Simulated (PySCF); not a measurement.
# Ar⁺ (argon, charge +1) across methods

[Ne] 3s2 3p5, 2P determinant. Computed with PySCF 2.14 in an uncontracted even-tempered set (21 s from 0.01 bohr⁻², ratio 2.5; 15 p from 0.013 bohr⁻², ratio 2.5; 6 d from 0.91 bohr⁻², ratio 2.7; 5 f from 1.4 bohr⁻², ratio 2.7), with the non-relativistic Hamiltonian (point nucleus).

```
method  E (hartree)  mean ε 3s β (eV)  mean ε 3p α (eV)  mean ε 3p β (eV)  Σ⟨r²⟩ (bohr²)   ⟨S²⟩
   UHF   -526.27890           -44.702           -29.132           -27.583          20.17  0.756
   PBE    -526.7665           -35.671           -22.628           -21.529          20.14  0.752
r2SCAN    -526.9355           -36.374           -23.204           -21.973          20.05  0.754
   M06    -526.9524           -38.113           -24.323           -23.034          20.00  0.752
PBEsol    -526.0267           -35.603           -22.571           -21.453          20.14  0.752
   LDA    -525.3561           -35.753           -22.675           -21.579          20.18  0.751
  PBE0    -526.8081           -38.241           -24.509           -23.320          20.08  0.753
```
